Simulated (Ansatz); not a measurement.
Isolated molecules relaxed with PBE0-D4/def2-TZVP in Ansatz; ΔE leaves out vibrations. CBS: MP2 limit from def2 TZ/QZ plus the TZ coupled-cluster correction, frozen cores. DFT in def2-TZVPP. Open shells (•) are unrestricted, without spin–orbit coupling. Spin–orbit coupling would lower the free atoms: clearly for Br. Bonds to Br are less sure, by a few kJ/mol each and by 10 to 20 or more in all where they break to atoms, as the def2 sets lack core-valence functions. Scalar relativity is left out up to krypton. One conformer a species, not always the lowest.

Consider the homolysis of the B–Br bond: `NB(Cl)Br` → `N[B]Cl`• + Br•.

`NB(Cl)Br`:

```xyz
6

N     0.331    0.669    0.342
B    -0.266   -0.442   -0.224
Cl   -2.016   -0.601   -0.250
Br    0.828   -1.830   -0.991
H     1.328    0.790    0.372
H    -0.205    1.415    0.752
```

`N[B]Cl`•:

Cartesian coordinates in Å:
```
N -0.256 0.114 0.533
B -0.047 0.405 -0.796
Cl 0.983 -0.522 -1.858
H -0.856 0.670 1.116
H 0.176 -0.668 1.005
```

CCSD(T)/CBS gives +109.6 kcal/mol.

**Question.** Another level gave +107.8 kcal/mol. Which?
A. CAM-B3LYP/def2-TZVPP
B. RPA@PBE/def2-TZVPP
C. ωB97M-V/def2-TZVPP
D. r2SCAN0-D4/def2-TZVPP

**Answer.** C. ωB97M-V 107.8, RPA@PBE/def2-TZVPP 97.7, r2SCAN0-D4 103.2, CAM-B3LYP 102.0 kcal/mol.

Largest T1 diagnostic among the species: 0.014.

In def2-TZVPP, CCSD(T) changes the Hartree–Fock value by +28.9 kcal/mol (the triples alone add +2.8 kcal/mol) and MP2 by +34.0 kcal/mol; breaking electron pairs costs correlation energy, which Hartree–Fock lacks. Leaving LDA and LC-ωPBE aside and taking each functional with its dispersion term where it has one, the values, not all of them listed here, spread over 6.2 kcal/mol, from BHLYP-D4 to ωB97M-V. LDA lies +16.6 kcal/mol from PBE without D4, its usual overbinding. The D4 term adds +2.8 kcal/mol with B3LYP and +1.4 kcal/mol with PBE0; it sums over pairs of atoms, weighted by their polarisabilities, and B3LYP, whose exchange is more repulsive, gets the larger term.

B3LYP here is the variant with VWN-RPA as its local correlation; programs differ in this.

CCSD(T)/CBS has its own doubt, a few kJ/mol and more with outer-core shells, so smaller differences from it don't rank the levels.
